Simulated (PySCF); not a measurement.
# CH4F2OSi

The system: CH4F2OSi, a small molecule; neutral, singlet. The structure, one conformer, was relaxed in the gas phase by PBE0-D3(BJ)/def2-SVP. No frequency run checks that it is a minimum.

SMILES: OC(F)(F)[SiH3]

```xyz
9

C     0.421   -0.491    0.283
Si   -0.556    1.065   -0.301
O    -0.012   -1.597   -0.358
F     1.759   -0.320    0.076
F     0.298   -0.651    1.633
H    -1.998    0.858    0.006
H    -0.341    1.235   -1.764
H    -0.022    2.235    0.450
H     0.494   -2.358   -0.034
```
Atoms count from 1 in this order.

Shieldings: GIAO PBE0/pcSseg-2. Shifts are against computed references at the same level: C TMS (σ 184.1 ppm), H TMS (σ 31.24 ppm), Si TMS (σ 341.3 ppm). Core levels by delta-SCF with SCAN, pcX-2 on the ionised atom and pcseg-1 elsewhere, spin-free X2C (2p3/2 is the spin-free 2p value less a third of a first-order spin-orbit splitting); from the vacuum level, for chosen atoms.

(1) Give the shieldings and core levels atom by atom.

(2) By CAM-B3LYP/def2-SVPD (TDDFT singlets, Tamm-Dancoff triplets, ionisation by delta-SCF), where does absorption start, and what does vertical ionisation take?

Results:

(1) 
| atoms | bonded to | σ (ppm) | δ (ppm) | core level (eV) |
| --- | --- | --- | --- | --- |
| C1 | 2 F + 1 O + 1 Si | 50.6 | 133.6 | 1s 296.56 |
| Si2 | 1 C + 3 H | 410.2 | -68.9 | 2p3/2 107.45 |
| O3 | 1 C + 1 H | 202.4 | - | 1s 540.30 |
| F4 F5 | 1 C | 238.7 | - | 1s 693.19 |
| H6 H7 H8 | 1 Si | 27.17 | 4.07 | - |
| H9 | 1 O | 28.29 | 2.96 | - |

Values are those of this one static structure, with the three H of a rotating XH3 group averaged; atoms that internal rotation interchanges would show their mean in an NMR spectrum.

(2) The lowest singlet lies at 8.85 eV (f 0.007), the strongest of the first 6 at 9.20 eV (f 0.152), the lowest triplet at 8.19 eV; vertical ionisation takes 11.98 eV.

The 3 runs behind this took 2.2 min in all, one thread each of Arm Neoverse V1 on a shared host, launched as `OMP_NUM_THREADS=1 python cluster_run.py task.json out`.
